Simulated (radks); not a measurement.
The numbers below are computed, except where a source is named.
Valence configurations of Al+ (all share [Ne]). Code: a radial shooting solver on a logarithmic mesh with Libxc functionals. Model: non-relativistic Kohn-Sham, PBE, spin-polarised, spherical densities, point nucleus; open shells are filled with parallel spins first. Energies are relative to 3s2; eigenvalues in eV for spin up.

valence,E (eV),moment (Bohr magnetons),e(3p),e(3s)
3s2,0.000,0,-,-14.785
3s1.5 3p0.5,2.576,1,-9.886,-15.695
3p2,10.566,2,-11.082,-
3s1 3p1,4.618,2,-10.482,-16.414
3s0.5 3p1.5,7.589,2,-10.790,-16.739

NIST lists [Ne] 3s2 as the ground configuration; this level of theory agrees among the configurations tried. The energies are those of spherical high-spin densities, not of single terms.
